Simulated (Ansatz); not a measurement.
Ideal-gas functions of FGeH$_{4}$NO, SMILES `[NH2][GeH]([OH])[F]` at 400 K and 1 bar, from an Ansatz frequency run at PBE0-D4/def2-TZVP.

Molar mass 125.65 g/mol, point group C1 (symmetry number 1), electronic degeneracy 1, moments of inertia 84.448, 96.484, 146.873 u Å². Harmonic wavenumbers (cm⁻¹, unscaled): 155, 199, 215, 265, 288, 469, 675, 690, 728, 746, 766, 901, 934, 1573, 2207, 3585, 3686, 3896.

Use S(trans) = R[1.5 ln M + 2.5 ln T − 1.1517]; rotational temperatures θ = 24.2544 K / I; S(rot) = R[ln(√π/σ · √(T³/θAθBθC)) + 1.5]; for each mode x = 1.438777 ν̃/T, S = R[x/(eˣ − 1) − ln(1 − e⁻ˣ)] and H = RT x/(eˣ − 1); 1 cm⁻¹ = 0.0119627 kJ/mol; R = 8.31446 J/(mol·K).

**Question.** By hand: the entropy, in J/(mol·K).

**Answer.** Translation 175.2. Rotation: θ = 0.2872, 0.2514, 0.1651 K, giving 110.4. Vibration, mode by mode: 13.28, 11.27, 10.66, 9.02, 8.38, 4.89, 2.72, 2.61, 2.34, 2.22, 2.10, 1.43, 1.30, 0.19, 0.03, 0.00, 0.00, 0.00, in all 72.4. Electronic 0.0. Sum 358.0 J/(mol·K).

**Question.** By hand: H − E and G − E in kJ/mol, counted from the electronic energy.

**Answer.** Zero-point energy ½ × 21978 × 0.0119627 = 131.5; thermal vibration 16.5; translation, rotation and pV give 4 RT = 13.3. H − E = 161.3 kJ/mol, and G − E = 161.3 − 400 × 358.0/1000 = 18.1 kJ/mol.

Vibration gives 20 % of the entropy. The sum counts one conformer and one mirror image; others add a mixing term.
